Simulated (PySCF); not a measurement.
# Reading the logs of faulty runs: BGeH5O2

All numbers below are calculated, not measured. The program is PySCF 2.14.0, an open-source quantum chemistry code, run on an isolated molecule that a program drew, which may never have been made. The molecule is BGeH5O2 (charge 0, singlet), drawn as the SMILES string `[BH2][GeH]([OH])[OH]`.

Each row is a Hartree-Fock (HF) and frozen-core CCSD(T) single point in the cc-pVDZ basis, meant for a local HF minimum. Run 1 is clean. Each other run has one planted mistake out of seven kinds, and not every kind appears here: one electron removed, one electron added, multiplicity raised by two, geometry at a saddle point, minimal basis STO-3G, one bond length entered in bohr, all coordinates scaled. The reference is restricted for singlets and unrestricted otherwise, and also for a bond in bohr. Adding or removing an electron swaps singlet and doublet. Electrons count all cores. HOMO and LUMO are orbital energies over both spins, the gradient is its largest component, and the lowest frequency (negative if imaginary) is given only where the gradient is small. Bond lengths are over the 8 bonds as drawn. T1 is the CCSD diagnostic: over 0.02 (restricted) or 0.045 (unrestricted) a single reference is doubtful. Germanium has the cc-pVDZ-PP basis, with a core potential (ECP10MDF) in place of its 10 inner electrons, and its 3s, 3p and 3d shells are frozen in CCSD(T).

Geometry of the clean run:
```xyz
9
BGeH5O2, angstrom
B     2.3041   -1.1883   -2.8003
Ge    0.6114   -1.1260   -1.5926
O     1.2835   -0.9176    0.0453
O    -0.4579    0.2511   -1.9578
H     2.8081   -2.2278   -3.1114
H     2.8058   -0.1691   -3.1791
H    -0.3532   -2.3096   -1.6164
H     0.6441   -0.8922    0.7433
H    -0.0218    1.0899   -2.0047
```

| run | electrons | basis functions | <S^2> | HOMO (eV) | LUMO (eV) | gradient (hartree/bohr) | lowest frequency (cm^-1) | mean bond (Å) | longest bond (Å) | T1 | HF (hartree) | CCSD(T) (hartree) | mistake |
|---|---|---|---|---|---|---|---|---|---|---|---|---|---|
| 1 | 58 | 90 | 0.000 | -11.21 | 1.12 | 7.3e-06 | 94 | 1.4323 | 2.080 | 0.0131 | -470.71652 | -471.31899 | no fault |
| 2 | 58 | 90 | 0.000 | -11.21 | 1.41 | 1.1e-01 | - | 1.3206 | 1.918 | 0.0113 | -470.65025 | -471.23488 | all coordinates scaled |
| 3 | 58 | 90 | 2.014 | -7.95 | -1.92 | 4.8e-02 | - | 1.4323 | 2.080 | 0.0202 | -470.59204 | -471.19473 | multiplicity raised by two |
| 4 | 58 | 90 | 1.007 | -8.16 | 0.92 | 1.0e-02 | - | 1.6306 | 3.369 | 0.0243 | -470.61223 | -471.17861 | one bond length entered in bohr |
| 5 | 57 | 90 | 0.765 | -16.92 | -7.27 | 1.1e-01 | - | 1.4323 | 2.080 | 0.0992 | -470.35947 | -470.93419 | one electron removed |
| 6 | 59 | 90 | 0.761 | -0.82 | 8.43 | 5.4e-02 | - | 1.4323 | 2.080 | 0.0129 | -470.70866 | -471.32920 | ? |

**Which mistake was planted in run 6, and what did it cost?**

It counts 59 electrons, one more than the clean run, at the same geometry and basis. So the mistake is: one electron added. Subtracting run 1 and multiplying by 627.51 kcal/mol a hartree, the energy moved by 4.9 kcal/mol in HF and -6.4 kcal/mol in CCSD(T).

Cautions from the logs. Run 5: T1 is over the limit, so its CCSD(T) energy is less reliable.
